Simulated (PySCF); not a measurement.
Vertical excitations of a molecule C₄H₇Cl from TDDFT-PBE/def2-SVPD run with PySCF, as energy in eV (oscillator strength): 6.19 (0.004), 6.49 (0.006), 6.64 (0.013), 7.01 (0.011), 7.04 (0.010), 7.28 (0.023), 7.42 (0.011), 7.52 (0.022), 7.62 (0.009), 7.69 (0.026). Lowest triplet (TDA): 5.65 eV. Geometry optimised at B3LYP-D3(BJ)/def2-SVP. One conformer was computed; it need not be the lowest.

Task: Pick the molecule that these values belong to.
(A) C=CCCCl
(B) CC(C)=CCl
(C) CC1(Cl)CC1
(D) C[C@@H]1C[C@H]1Cl

Result: D, C[C@@H]1C[C@H]1Cl
